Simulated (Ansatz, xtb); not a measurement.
## C2H8AlClGe: where a starting geometry ends

The starting geometry of this gas-phase singlet was built from a drawn formula by distance geometry and a force field; its bonds are those of `[CH3][Al]([GeH3])[CH2]Cl`.

```xyz
13

C    -0.6654   -0.0138    1.6136
C    -3.0830   -0.3814   -0.8310
Al   -1.5372    0.6369   -0.0526
Cl   -4.4946    0.6273   -0.8497
Ge   -0.8026    2.6376   -1.1436
H    -0.2604   -1.0228    1.4187
H     0.1864    0.6797    1.8731
H    -1.4131   -0.1065    2.4560
H    -0.3100    2.3394   -2.6251
H     0.3971    3.2756   -0.3845
H    -1.9064    3.6820   -1.2261
H    -2.8610   -0.7010   -1.8703
H    -3.3201   -1.2723   -0.1775
```

**Question.** Where would you expect an optimisation with r2SCAN-D4/def2-SVP to take it?

**Answer.** A new bond forms, giving a structure with Cl4 bridging Al3 and C2, given below by its coordinates. Contacts that close: Al3–Cl4 (3.06 → 2.48 Å).

The energy falls by 0.45 eV over 43 steps:

```
step  E − E(last) (eV)
   1             0.447
   6             0.051
  10             0.023
  15             0.016
  20             0.014
  24             0.013
  29             0.008
  34             0.003
  38             0.001
  43             0.000
```

Final geometry (Å):

```yaml
atoms:
  - { symbol: C, position_ang: [-0.6769, -0.1462, 1.5377] }
  - { symbol: C, position_ang: [-3.1140, -0.3225, -0.8010] }
  - { symbol: Al, position_ang: [-1.5351, 0.5994, -0.0510] }
  - { symbol: Cl, position_ang: [-3.9657, 0.9145, 0.3515] }
  - { symbol: Ge, position_ang: [-0.7355, 2.5591, -1.3111] }
  - { symbol: H, position_ang: [0.2371, -0.7062, 1.2704] }
  - { symbol: H, position_ang: [-0.3662, 0.6373, 2.2493] }
  - { symbol: H, position_ang: [-1.3405, -0.8437, 2.0760] }
  - { symbol: H, position_ang: [0.5840, 2.2879, -2.0674] }
  - { symbol: H, position_ang: [-0.4514, 3.7866, -0.4203] }
  - { symbol: H, position_ang: [-1.7416, 3.0309, -2.3824] }
  - { symbol: H, position_ang: [-3.5192, -0.1058, -1.7984] }
  - { symbol: H, position_ang: [-3.4453, -1.3104, -0.4523] }
```

From the same start GFN2-xTB reaches the same bonding as this run.

No frequencies were run, so the end isn't proven a minimum. Run with Ansatz 0.2.0, 3.6 min on 2 threads of Intel(R) Xeon(R) Platinum 8259CL CPU @ 2.50GHz (Skylake/Cascade Lake), on a shared host.
